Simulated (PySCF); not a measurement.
Computed structure and properties of [TlCl4]−

System: [TlCl4]− (singlet); start: template (Td). Method: PySCF 2.14.0, RKS PBE0, Tl def2-SVP with ECP60, Cl def2-SVP; non-relativistic Hamiltonian with scalar-relativistic core potentials where named; density fitting; no spin-orbit coupling.

Input of the relaxation:

```python
mol = gto.M(atom='''
Tl    -0.00000     0.00000    -0.00000
Cl     1.39070     1.39070     1.39070
Cl    -1.39070    -1.39070     1.39070
Cl     1.39070    -1.39070    -1.39070
Cl    -1.39070     1.39070    -1.39070''',
    basis={'Tl': 'def2-SVP', 'Cl': 'def2-SVP'},
    ecp={'Tl': 'def2-SVP'},
    charge=-1, spin=0)
mf = dft.RKS(mol, xc='PBE0')
mf.grids.atom_grid = (50, 194)
mf = mf.density_fit()  # fitting sets: Tl def2-universal-JKFIT, Cl def2-universal-JKFIT
mf.conv_tol = 1e-08; mf.max_cycle = 55
mf.kernel(dm0)  # dm0: converged density of the start geometry
# quasi-Newton relaxation in Cartesian coordinates to a largest gradient under 0.00045 Eh/bohr, steps kept in the point group
```

Run from Python with OMP_NUM_THREADS=2; the lines above give its settings. Where DIIS fails, smearing, a level shift and second-order steps follow.
It took 8 s on 2 threads of Intel(R) Xeon(R) 6975P-C (Granite Rapids), with other jobs on the host, from the converged density of the start.

Course of the relaxation:

| step | energy above end (eV) | largest force component within the symmetry (eV/Å) |
| --- | --- | --- |
| 0 | 0.0957 | 0.447 |
| 1 | 0.0116 | 0.142 |
| 2 | 0.0003 | 0.015 |
| 3 | 0.0000 | 0.001 |

Relaxed geometry (Td):

```xyz
5

Tl    0.0000    0.0000    0.0000
Cl    1.4264    1.4264    1.4264
Cl   -1.4264   -1.4264    1.4264
Cl    1.4264   -1.4264   -1.4264
Cl   -1.4264    1.4264   -1.4264
```

```json
{"contact": "Tl1–Cl2 (Cl)", "Å": "2.471"}
{"contact": "Tl1–Cl3 (Cl)", "Å": "2.471"}
{"contact": "Tl1–Cl4 (Cl)", "Å": "2.471"}
{"contact": "Tl1–Cl5 (Cl)", "Å": "2.471"}
```

On the finer grid (75, 302):

```json
{"HOMO": "-4.36 eV", "LUMO": "1.16 eV", "Dipole about the centre of mass": "0.00 D", "Set of Mulliken populations of Tl1 outside the core potential": "s 3.04, p 7.23, d 10.19", "D3(BJ) dispersion energy (not in the energies)": "-0.181 eV"}
```

```tsv
atom	Mulliken (e)	Löwdin (e)	spin (e)
Tl1	0.54	-0.33	0.00
Cl2	-0.39	-0.17	0.00
Cl3	-0.39	-0.17	0.00
Cl4	-0.39	-0.17	0.00
Cl5	-0.39	-0.17	0.00
```

On the grid (50, 194), as all that follows. Harmonic modes: a minimum; lowest 84 cm⁻¹ (negative: unstable), highest 304 cm⁻¹, zero-point energy 0.105 eV.

Taking off one Cl (charge -1, singlet; the rest: singlet) in vacuum, both parts rigid, costs 4.46 eV; the small basis without counterpoise inflates it.

Rigid scan of Cl along the line from its metal:

```
distance to Cl2 (Å)  energy (eV)
               2.17        0.697
               2.27        0.266
               2.37        0.058
               2.47        0.000
               2.57        0.045
               2.67        0.157
               2.87        0.485
               3.17        1.046
               3.57        1.709
               4.07        2.312
```

One start shape was tried, so this needn't be the lowest isomer.
